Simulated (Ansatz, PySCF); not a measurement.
ethynyl anion (C₂H), SMILES [C-]#C, charge -1.

Geometry optimised at PBE-D3(BJ)/def2-TZVPD.

Estimates of the vertical detachment energy (IE) of the anion in eV. Rows of orbital energies are one-electron estimates, which approximate functionals can put far too low.

```
level                                                              IE
--------------------------------------------------------------  -----
−ε(HOMO), −ε(LUMO), M06-2X/def2-TZVPD (PySCF)                    2.01
−ε(HOMO), −ε(LUMO), CAM-B3LYP/def2-TZVPD (PySCF)                 2.17
−ε(HOMO), −ε(LUMO), PBE/def2-TZVPD (PySCF)                      -0.55
EOM-CCSD/aug-cc-pVDZ (PySCF)                                     3.04
ADC(2)/aug-cc-pVDZ (PySCF)                                       2.37
ΔSCF, PBE0/def2-TZVPD (Ansatz), final states of multiplicity 2   2.97
ΔSCF, PBE/def2-TZVPD (Ansatz), final states of multiplicity 2    3.00
```

What vertical singlet–triplet gap does ΔSCF give with PBE0/def2-TZVPD (Ansatz, an electronic-structure program) and with PBE/def2-TZVPD (Ansatz)? (The exact figures need the calculation; the answer reports its results.)

4.47 and 4.46 eV (triplet above singlet where positive).

Give the lowest 1s main lines (those of the lightest heavy element) from CVS-ADC(2)-x/aug-cc-pVDZ (PySCF, non-relativistic), with pole strengths. (Estimate from the structure and the level; the computed values follow.)

284.3 eV (1.46), 284.4 eV (1.43).

Beyond the first one, list the lowest photoelectron lines from ADC(2)/aug-cc-pVDZ in PySCF with their pole strengths (two spins summed). (The exact figures need the calculation; the answer reports its results.)

2.96 eV (1.71), 2.96 eV (1.71), 10.33 eV (1.65).
